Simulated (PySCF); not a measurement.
**C₆ coefficients of unlike pairs at PBE**

Calculated with PySCF 2.14 from the dipole response of each species, C₆(A,B) = (3/π) ∫ α_A(iu) α_B(iu) du, in atomic units, from isotropic polarisabilities. For ions this is the dispersion term alone; charge-induced terms of lower order in 1/R come first.

| species | configuration | basis | relativity | α (bohr³) | C₆ (like pair) |
| --- | --- | --- | --- | --- | --- |
| Zn⁺ | [Ar] 3d10 4s1 (2S) | aug-cc-pVDZ-DK (7s6p4d2f) | spin-free X2C | 16.87 | 69.62 |
| Se | [Ar] 3d10 4s2 4p4 (3P) | x2c-TZVPPall with one added diffuse shell each of s, p, d type (7s6p5d1f) | spin-free X2C | 27.47 | 230.6 |
| N³⁺ | [He] 2s2 (1S) | dyall-av3z (15s9p3d2f) | none | 2.096 | 2.068 |
| V³⁺ | [Ar] 3d2 (3F) | aug-cc-pVTZ-DK (8s7p5d3f2g) | spin-free X2C | 2.299 | 5.828 |

(1) Estimate C₆ for V³⁺ with Se.

No spin-orbit coupling is included.

The other pairs:

```
    pair     C₆
 Se, Zn⁺  125.6
V³⁺, Zn⁺  17.04
N³⁺, Zn⁺  11.63
V³⁺, N³⁺  3.198
 N³⁺, Se  21.41
```

Results:

(1) The integral gives 30.67. The combination rule 2 C_A C_B / (C_A α_B/α_A + C_B α_A/α_B) gives 30.22 and the geometric mean 36.66.
